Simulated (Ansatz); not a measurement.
System: SeF3, net charge 0, doublet state. It need not be the lowest isomer of its formula. SMILES: F[Se](F)F
Coordinates optimised at B3LYP-D3(BJ)/def2-TZVP (Ansatz, a quantum-chemistry and plane-wave program):
```xyz
4

Se    -0.2516     0.1409    -0.0140
F     -1.0244    -1.4766     0.2643
F      0.7285     1.5734    -0.5414
F      1.2465    -0.6292     0.3300
```
Charge 0, spin multiplicity 2.

Computed values are from Ansatz. Correlated levels leave the core frozen unless marked. UHF or UKS for open shells. Spin-orbit coupling is left out. The frozen core is the preceding noble-gas configuration, with the filled d and f shells of earlier blocks. No relativistic terms. CBS(X,Y): correlation extrapolated as X^-3; Hartree-Fock from the larger set. The bracket is a focal-point correction in the basis named.

```yaml
atomisation energy De: 230.4 kcal/mol at RI-MP2/CBS(cc-pVTZ,cc-pVQZ)+[CCSD(T)-MP2]/cc-pVTZ
vertical electron affinity (to the singlet; negative means unbound): 2.96 eV at RI-MP2/CBS(aug-cc-pVTZ,aug-cc-pVQZ)+[CCSD(T)-MP2]/aug-cc-pVDZ
total_energy: -2699.3798 Eh at RI-MP2/CBS(cc-pVTZ,cc-pVQZ)+[CCSD(T)-MP2]/cc-pVTZ
dipole_moment: 1.49 D at CCSD(T)/aug-cc-pVDZ
T1 diagnostic: 0.021 at CCSD/cc-pVTZ
```
